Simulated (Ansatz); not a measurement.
Input for Ansatz (a quantum-chemistry and plane-wave program): R-HF/def2-TZVPP on H2SeZn (SMILES [ZnH][SeH]), atoms moved off the minimum.

Ansatz 0.2 input:
```yaml
crystal:
  periodic: [false, false, false]
  atoms:
    - {symbol: Zn, position_ang: [-0.66382212, -0.52983582, -0.97853021]}
    - {symbol: H, position_ang: [-1.31561766, -1.18639793, -2.01627718]}
    - {symbol: Se, position_ang: [0.81084252, 0.43957696, 0.77568717]}
    - {symbol: H, position_ang: [0.57460597, -0.82045210, 1.81199718]}
basis:
  gaussian:
    orbitals: def2-TZVPP
hamiltonian:
  xc: {name: HF}
scf: {lower_state_search: off}
output: {forces: true}
```

The log:

```
WARN ansatz: RAYON_NUM_THREADS=1 ignored (pool sized by the plan → 1); use --threads N
Functional definition: HF
these checks for a lower state are left out or cut short: stability, starts, cluster_reference, orbital_swaps, neighbouring_geometries, increment
integrals: 0.10 GiB planned
931 factors; integrals over basis functions are off by at most 1.1e-3 eV
mean field: 0.48 GiB planned
mean field evaluation 1: about -113709.8777 eV, gradient 1.7e1 eV
mean field evaluation 2: about -113710.0626 eV, gradient 1.7e1 eV
mean field evaluation 4: about -113711.2358 eV, gradient 3.7e0 eV
mean field evaluation 8: about -113711.2698 eV, gradient 1.1e-1 eV
mean field -113711.26985600 eV, -4178.8120909411 hartree, gradient 2.4e-6 eV, S^2 0.000000; 0 other end points of the search recorded, 0 dependent functions left out
the calculation of the forces begins
reference -113711.26985600 eV, -4178.8120909411 hartree; 33, 33 occupied and 107, 107 virtual orbitals, 931 factors
Total energy: -113711.26985600 eV, -4178.8120909411 hartree
Atom 0 at    -0.663822    -0.529836    -0.978530 Å, force     2.440296     1.824924     3.266607 eV/Å
Atom 1 at    -1.315618    -1.186398    -2.016277 Å, force    -1.684487    -1.462949    -2.438418 eV/Å
Atom 2 at     0.810843     0.439577     0.775687 Å, force    -1.135252    -2.582549     1.065636 eV/Å
Atom 3 at     0.574606    -0.820452     1.811997 Å, force     0.379443     2.220574    -1.893825 eV/Å
Dipole moment:    -0.329011    -0.177403    -0.251914 e Å
Checks for a lower state left out: stability, starts, cluster_reference, orbital_swaps, neighbouring_geometries, increment
```

The calculation finished and met its thresholds.

Cost: roughly 4 core-seconds.
